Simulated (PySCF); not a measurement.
# Bond curve of InSb⁺

Set-up: PySCF, scalar-relativistic core potentials, basis sets In def2-TZVPPD with ECP28, Sb def2-TZVPPD with ECP28. Energies in eV from In⁺ + Sb in their ground configurations at the same level. State: ⁴Σ⁻ (quartet), unpaired electrons σ ↑, π ↑↑.

```json
{"R (Å)": "2.707", "r²SCAN": "-0.4657", "HSE06": "-0.3995"}
{"R (Å)": "2.833", "r²SCAN": "-0.5986", "HSE06": "-0.5452"}
{"R (Å)": "2.959", "r²SCAN": "-0.6592", "HSE06": "-0.6164"}
{"R (Å)": "3.054", "r²SCAN": "-0.6743", "HSE06": "-0.6381"}
{"R (Å)": "3.148", "r²SCAN": "-0.6722", "HSE06": "-0.6415"}
{"R (Å)": "3.242", "r²SCAN": "-0.6583", "HSE06": "-0.6322"}
{"R (Å)": "3.368", "r²SCAN": "-0.6281", "HSE06": "-0.6068"}
{"R (Å)": "3.526", "r²SCAN": "-0.5796", "HSE06": "-0.5627"}
{"R (Å)": "3.715", "r²SCAN": "-0.5145", "HSE06": "-0.5014"}
{"R (Å)": "3.966", "r²SCAN": "-0.4272", "HSE06": "-0.4175"}
```

**Question.** Put a parabola through the three lowest points of the r²SCAN curve and estimate Re, k and ωe (reduced mass 58.91 u; 1 eV/Å² = 0.16022 mdyn/Å; ωe = 1302.8·√(k/μ) cm⁻¹).

**Answer.** Through R = 2.959, 3.054, 3.148 Å the second-order coefficient is 0.959 eV/Å², so Re ≈ 3.089 Å, k ≈ 0.307 mdyn/Å and ωe ≈ 94 cm⁻¹. A polynomial fit of higher order to the unrounded r²SCAN energies gives Re = 3.086 Å, k = 0.269 mdyn/Å, ωe = 88.0 cm⁻¹; anharmonicity and rounding make the difference.

The higher-order fit for each curve: r²SCAN: Re = 3.086 Å, ωe = 88.0 cm⁻¹, De = 0.68 eV; HSE06: Re = 3.122 Å, ωe = 84.9 cm⁻¹, De = 0.64 eV.

These are scalar-relativistic numbers at best; spin–orbit coupling would shift them, the dissociation energy most. For an ion De counts to the pair picked by the measured ionisation energies or electron affinities, which need not be the lowest pair at this level. The state is the lowest determinant that a PBE0 search found; another state may lie lower at other levels.
